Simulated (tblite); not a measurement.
C5H11GeN.
Bonds: C1–C2 (double), C2–C3 (double), C3–C4, C4–Ge5, Ge5–N6, N6–C7. Hydrogens: H8, H9 on C1; H10 on C3; H11, H12 on C4; H13, H14 on Ge5; H15 on N6; H16, H17, H18 on C7.

Computed with GFN2-xTB (tblite), gas phase: L-BFGS steps from a force-field or distance-geometry start until the largest atomic force falls under 0.01 eV/Å.

The end geometry, which sets the zero of energy:
```
atom  x, y, z in Å
C1      2.4434    1.5503   -0.6705
C2      2.0624    0.4531   -0.0979
C3      1.6758   -0.6283    0.5080
C4      0.5624   -0.6793    1.5035
Ge5    -1.1006   -1.4422    0.6696
N6     -1.7023   -0.5189   -0.7785
C7     -1.9734    0.9046   -0.6722
H8      3.2307    2.1643   -0.2605
H9      2.0025    1.8959   -1.5932
H10     2.1435   -1.5758    0.2663
H11     0.8518   -1.2907    2.3576
H12     0.3302    0.3233    1.8659
H13    -0.9049   -2.8436    0.1579
H14    -2.2401   -1.4190    1.6580
H15    -1.2044   -0.7157   -1.6368
H16    -2.5783    1.2300   -1.5206
H17    -1.0667    1.5203   -0.6350
H18    -2.5406    1.0779    0.2420
```

**Question.** These geometries come from the run, each turned onto the end geometry. Order them by energy, lowest first.
A.
```
atom  x, y, z in Å
C1      2.7533    1.4098   -0.6739
C2      2.2682    0.3641   -0.0861
C3      1.7783   -0.6645    0.5364
C4      0.6257   -0.6092    1.4846
Ge5    -1.0402   -1.3371    0.6201
N6     -1.6664   -0.3943   -0.8015
C7     -2.3894    0.8573   -0.6473
H8      3.5409    1.9966   -0.2305
H9      2.4100    1.7300   -1.6444
H10     2.2051   -1.6444    0.3656
H11     0.8440   -1.2103    2.3663
H12     0.4470    0.4158    1.8079
H13    -0.7804   -2.7144    0.0682
H14    -2.1927   -1.3986    1.5917
H15    -1.0152   -0.3276   -1.5731
H16    -2.9986    1.0408   -1.5373
H17    -1.7383    1.7251   -0.4886
H18    -3.0601    0.7672    0.2055
```
B.
```
atom  x, y, z in Å
C1      2.6724    1.4511   -0.6784
C2      2.2242    0.3995   -0.0695
C3      1.7625   -0.6326    0.5697
C4      0.5646   -0.6009    1.4629
Ge5    -1.0526   -1.4132    0.5852
N6     -1.7575   -0.4773   -0.8059
C7     -2.2188    0.8857   -0.6111
H8      3.4187    2.0940   -0.2377
H9      2.3294    1.7291   -1.6638
H10     2.2359   -1.6002    0.4439
H11     0.7738   -1.1503    2.3808
H12     0.3197    0.4282    1.7324
H13    -0.7691   -2.7746    0.0127
H14    -2.1814   -1.4941    1.5828
H15    -1.2586   -0.5566   -1.6824
H16    -2.8985    1.1661   -1.4176
H17    -1.4065    1.6209   -0.5701
H18    -2.7669    0.9315    0.3295
```
C.
```
atom  x, y, z in Å
C1      2.4878    1.4651   -0.7329
C2      2.1004    0.4101   -0.0891
C3      1.7102   -0.6308    0.5824
C4      0.5430   -0.6431    1.5156
Ge5    -1.0646   -1.4409    0.6088
N6     -1.6837   -0.4674   -0.7978
C7     -2.0524    0.9260   -0.6138
H8      3.2369    2.1340   -0.3375
H9      2.0885    1.7178   -1.7036
H10     2.2171   -1.5787    0.4412
H11     0.7827   -1.2174    2.4095
H12     0.2863    0.3722    1.8220
H13    -0.7814   -2.7965    0.0214
H14    -2.2259   -1.5299    1.5688
H15    -1.1546   -0.5801   -1.6527
H16    -2.6715    1.2596   -1.4488
H17    -1.1897    1.5985   -0.5320
H18    -2.6377    1.0075    0.3020
```
D.
```
atom  x, y, z in Å
C1      3.1022    1.3655   -0.5798
C2      2.4382    0.3769   -0.0646
C3      1.7683   -0.6026    0.4612
C4      0.6248   -0.4592    1.4139
Ge5    -1.0249   -1.2874    0.6141
N6     -1.8069   -0.4390   -0.7982
C7     -2.6386    0.7395   -0.6205
H8      4.0058    1.7545   -0.1288
H9      2.7906    1.8471   -1.4975
H10     2.0205   -1.6205    0.1841
H11     0.8497   -0.9974    2.3370
H12     0.4635    0.5858    1.6776
H13    -0.6339   -2.6408    0.0706
H14    -2.1432   -1.4441    1.6146
H15    -1.1903   -0.3020   -1.5870
H16    -3.1973    0.9379   -1.5372
H17    -2.0797    1.6490   -0.3711
H18    -3.3572    0.5429    0.1753
```
E.
```
atom  x, y, z in Å
C1      3.9111    1.1459    0.0103
C2      2.8853    0.3571    0.0468
C3      1.8344   -0.3964    0.1367
C4      0.5429    0.0679    0.7587
Ge5    -0.9851   -1.2070    0.4893
N6     -2.3186   -0.7246   -0.6514
C7     -3.1258    0.4572   -0.4168
H8      4.6208    1.2017    0.8211
H9      4.1081    1.7813   -0.8370
H10     1.8654   -1.4175   -0.2237
H11     0.6962    0.2083    1.8344
H12     0.2659    1.0527    0.3701
H13    -0.4772   -2.4923   -0.0981
H14    -1.6879   -1.5030    1.7884
H15    -2.0838   -0.8089   -1.6305
H16    -3.9632    0.4850   -1.1177
H17    -2.5671    1.3991   -0.5124
H18    -3.5300    0.3998    0.5954
```

**Answer.** C (0.003 eV), B (0.007 eV), A (0.023 eV), D (0.041 eV), E (0.153 eV).

In the order of the answer:

| step | E above end (eV) | largest force (eV/Å) | rms force component (eV/Å) | rms distance from end (Å) | rms bond change (Å) | bond most changed (Å) |
| --- | --- | --- | --- | --- | --- | --- |
| 200 | 0.003 | 0.02 | 0.005 | 0.129 | 0.000 | Ge5–H14 +0.001 |
| 174 | 0.007 | 0.03 | 0.009 | 0.222 | 0.001 | Ge5–N6 -0.001 |
| 154 | 0.023 | 0.07 | 0.029 | 0.342 | 0.001 | Ge5–N6 -0.003 |
| 123 | 0.041 | 0.21 | 0.047 | 0.564 | 0.002 | Ge5–H13 +0.005 |
| 48 | 0.153 | 0.13 | 0.041 | 1.283 | 0.004 | C3–C4 +0.012 |

What follows is the cost of the whole relaxation. Hardware: one thread of an Arm Neoverse V1, shared host. Cost: 1.7 s.
